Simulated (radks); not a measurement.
Valence configurations of Cl+ (all share [Ne]). Calculated with a radial shooting solver on a logarithmic mesh with Libxc functionals: Dirac Kohn-Sham, PBEsol, spin-unpolarised, spherical densities, point nucleus; open shells fill j = l - 1/2 first. Energies are relative to 3s2 3p4; eigenvalues in eV.

\begin{tabular}{lrrrr}
valence & E (eV) & e(3p1/2) & e(3p3/2) & e(3s1/2) \\ \hline
3s2 3p4 & 0.000 & -19.462 & -19.319 & -31.992 \\
3s1.5 3p4.5 & 6.347 & -19.749 & -19.604 & -32.320 \\
3s1 3p5 & 12.715 & -20.029 & -19.883 & -32.639 \\
3s0.5 3p5.5 & 19.103 & -20.302 & -20.154 & -32.951 \\
3p6 & 25.511 & -20.569 & -20.420 & - \\
\end{tabular}

NIST lists [Ne] 3s2 3p4 as the ground configuration; this level of theory agrees among the configurations tried. The energies are those of spherical spin-averaged densities, not of single terms.
